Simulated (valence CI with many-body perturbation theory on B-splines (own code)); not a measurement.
Results of a calculation; reference values are marked as such.
**Ho LXIII: magnetic and hyperfine properties of the levels**

Method: relativistic CI+MBPT: three valence electrons over a frozen Dirac-Fock core [He], a basis of 11 s, 11 p, 10 d, 8 f, 5 g, 2 h functions for each j, with the one-electron correlation potential Σ1 (screened to all orders), the two-electron term Σ2, the three-electron term Σ3, Breit, model QED; selected single and double excitations, second order for the rest, scaled by the run's own slope (own B-spline code, finite nucleus).

The last digits are not significant, and no measured levels were compared; by estimate large intervals hold to a few tenths of a per cent, small ones and those within an open d or f shell to about a per cent.

A/g_I is the dipole constant over the nuclear g factor μ/I (μ in nuclear magnetons, uniformly magnetised nucleus), B/Q the quadrupole constant per barn. Both hold the static response of the core; the bare values leave it out. Large factors of s and p1/2 electrons are usually good to 5 to 10 %; those of open d and f shells near neutrality can be off by tens of per cent, and small factors of p3/2, d and f electrons come from cancelling terms and can be off by a factor of two or in sign, in half-filled shells by more. B is blank for J = 1/2, where it vanishes, and for nearly pure S terms. Energies count from the lowest level.

Levels are named by their leading jj configuration (3d3/2^4 stands for four electrons in 3d with j = 3/2), which in mixed levels can hold well under half, so a name can repeat and another be missing. Letters in brackets count levels of one name in rising energy.

| Level | E (eV) | g | A/g_I (MHz) | A/g_I bare | B/Q (MHz/b) | B/Q bare |
| --- | --- | --- | --- | --- | --- | --- |
| (2s^2 2p1/2) J=1/2 | 0.0 | 0.625 | 4910000 | 4890000 |  |  |
| (2s 2p1/2^2) J=1/2 | 229.3 | 2.064 | 1.49e+07 | 1.47e+07 |  |  |
| (2s^2 2p3/2) J=3/2 | 932.6 | 1.304 | 620000 | 634000 | 1210000 | 1210000 |
| (2s 2p1/2 2p3/2) J=3/2 [a] | 1093.2 | 1.630 | 3650000 | 3630000 | 953000 | 955000 |
| (2s 2p1/2 2p3/2) J=5/2 | 1131.4 | 1.319 | 4350000 | 4320000 | 1000000 | 1010000 |
| (2s 2p1/2 2p3/2) J=1/2 | 1194.9 | 1.259 | -5480000 | -5390000 |  |  |
| (2s 2p1/2 2p3/2) J=3/2 [b] | 1196.8 | 0.974 | 42700 | 71900 | 645000 | 646000 |
| (2p1/2^2 2p3/2) J=3/2 | 1436.6 | 1.324 | 573000 | 602000 | 1160000 | 1160000 |
| (2s 2p3/2^2) J=5/2 | 2043.8 | 1.417 | 3520000 | 3500000 | 203000 | 204000 |
| (2s 2p3/2^2) J=1/2 | 2140.0 | 1.914 | 1.51e+07 | 1.49e+07 |  |  |
| (2s 2p3/2^2) J=3/2 | 2140.8 | 1.175 | -2280000 | -2220000 | -153000 | -154000 |
| (2p1/2 2p3/2^2) J=3/2 | 2326.2 | 1.437 | -276000 | -236000 | 79000 | 79100 |
| (2p1/2 2p3/2^2) J=5/2 | 2348.4 | 1.168 | 1460000 | 1470000 | -3800 | -3800 |
| (2p1/2 2p3/2^2) J=1/2 | 2398.7 | 0.625 | 4930000 | 4890000 |  |  |
| (2p3/2^3) J=3/2 | 3298.1 | 1.288 | 602000 | 628000 | -1240000 | -1240000 |
| (2s^2 3s) J=1/2 | 8442.5 | 1.986 | 4450000 | 4410000 |  |  |
| (2s^2 3p1/2) J=1/2 | 8519.5 | 0.663 | 1470000 | 1470000 |  |  |
| (2s 2p1/2 3s) J=1/2 [a] | 8595.9 | 2.356 | 8510000 | 8410000 |  |  |
| (2s 2p1/2 3s) J=3/2 | 8620.7 | 1.540 | 8100000 | 8020000 | -112000 | -112000 |
| (2s 2p1/2 3s) J=1/2 [b] | 8647.7 | 0.712 | 7760000 | 7690000 |  |  |
| (2s 2p1/2 3p1/2) J=1/2 [a] | 8660.8 | 0.266 | -893000 | -865000 |  |  |
| (2s 2p1/2 3p1/2) J=3/2 | 8686.7 | 1.097 | 7160000 | 7090000 | -113000 | -113000 |
| (2s 2p1/2 3p1/2) J=1/2 [b] | 8725.5 | 1.931 | 1.52e+07 | 1.50e+07 |  |  |
| (2s^2 3p3/2) J=3/2 | 8795.6 | 1.324 | 235000 | 240000 | 360000 | 361000 |
| (2s^2 3d3/2) J=3/2 | 8848.6 | 0.789 | 132000 | 131000 | 67300 | 67800 |
| (2p1/2^2 3s) J=1/2 | 8871.5 | 1.949 | 3740000 | 3700000 |  |  |
| (2s^2 3d5/2) J=5/2 | 8923.3 | 1.191 | 155000 | 154000 | 97600 | 98300 |
| (2p1/2^2 3p1/2) J=1/2 | 8934.4 | 0.641 | 1250000 | 1250000 |  |  |
| (2s 2p1/2 3p3/2) J=3/2 [a] | 8947.0 | 1.392 | 725000 | 723000 | 358000 | 359000 |
| (2s 2p1/2 3p3/2) J=5/2 | 8976.9 | 1.318 | 4000000 | 3970000 | 237000 | 237000 |
| (2s 2p1/2 3p3/2) J=3/2 [b] | 8979.5 | 1.244 | 2270000 | 2250000 | 164000 | 164000 |
| (2s 2p1/2 3p3/2) J=1/2 | 8986.5 | 1.359 | -5770000 | -5700000 |  |  |
| (2s 2p1/2 3d3/2) J=3/2 [a] | 8988.6 | 0.567 | -1290000 | -1270000 | 75100 | 75600 |
| (2s 2p1/2 3d3/2) J=5/2 | 9016.8 | 1.012 | 3980000 | 3940000 | -33700 | -33300 |
| (2s 2p1/2 3d3/2) J=3/2 [b] | 9034.0 | 1.174 | 4010000 | 3970000 | 92200 | 92400 |
| (2s 2p1/2 3d3/2) J=1/2 | 9039.0 | 0.434 | -6270000 | -6200000 |  |  |
| (2s 2p1/2 3d5/2) J=5/2 [a] | 9074.9 | 1.308 | 1020000 | 1000000 | 79300 | 80000 |
| (2s 2p1/2 3d5/2) J=7/2 | 9101.3 | 1.227 | 2900000 | 2870000 | -44000 | -43500 |
| (2s 2p1/2 3d5/2) J=5/2 [b] | 9112.6 | 1.070 | 318000 | 318000 | 164000 | 165000 |
| (2s 2p1/2 3d5/2) J=3/2 | 9113.1 | 1.105 | -3740000 | -3700000 | 33900 | 34300 |
